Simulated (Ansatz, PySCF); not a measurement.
This singlet lies 1.69 eV below the relaxed triplet at the level B3LYP/cc-pVTZ // PBE0-D3(BJ)/def2-TZVP (Ansatz, a first-principles code).

**C₂HClSi, SMILES `C#C[Si]Cl` (lower singlet) (charge 0, multiplicity 1)**

All values below come from PBE0-D3(BJ)/def2-TZVP (PySCF 2.14.0).

```json
{
  "HOMO": "-7.26 eV",
  "dipole_moment": "0.387 e·Å",
  "HOMO–LUMO gap": "4.24 eV",
  "LUMO": "-3.02 eV",
  "total_energy": "-22480.21 eV",
  "cost": "roughly 22 core-seconds"
}
```

Bonded distances (Å): C1–C2 1.212, C1–H5 1.067, C2–Si3 1.841, Si3–Cl4 2.083. Bond angles (°): C2–C1–H5 178.9, C1–C2–Si3 170.4, C2–Si3–Cl4 98.4.
Charge 0, spin multiplicity 1.
